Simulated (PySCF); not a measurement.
**From computed data to an observable: chemical shift, span and skew from a shielding tensor**

Be(NH2)(SiH3) (BeH₅NSi), SMILES [NH2][Be][SiH3]. Atoms are numbered in the order given.

```xyz
8

Be     0.6043     0.0795    -0.5259
N      1.7190     0.2427    -1.5201
H      2.3681    -0.4812    -1.7942
H      1.9358     1.0944    -2.0182
Si    -1.0272    -0.1452     0.9086
H     -1.8530    -1.3575     0.6515
H     -1.9646     1.0119     0.8688
H     -0.5562    -0.2510     2.3168
```
Charge 0, spin multiplicity 1.

Geometry: TPSSh-D3(BJ)/def2-TZVP. Other conformers were not sampled.

GIAO shieldings from PBE0/pcSseg-2 run with PySCF, non-relativistic, no solvent. The symmetric part of the tensor of Si5 has the principal values 476.4, 498.0, 501.8 ppm. The same nucleus in TMS has σ = 341.9 ppm at this level (PySCF, at its B3LYP-D3(BJ)/def2-TZVP geometry).

### Question
Work out the isotropic shielding, the ²⁹Si shift against TMS, the span and the skew.

### Answer

σ(iso) = (σ11 + σ22 + σ33)/3 = 492.1 ppm. δ = σ(ref) − σ(iso) = 341.9 − (492.1) = -150.2 ppm.
Span Ω = σ33 − σ11 = 25.4 ppm. Skew κ = 3(σ(iso) − σ22)/Ω = -0.70. Tumbling in solution averages the tensor to δ; in a static solid the shielding alone would spread this spin-1/2 line over Ω.
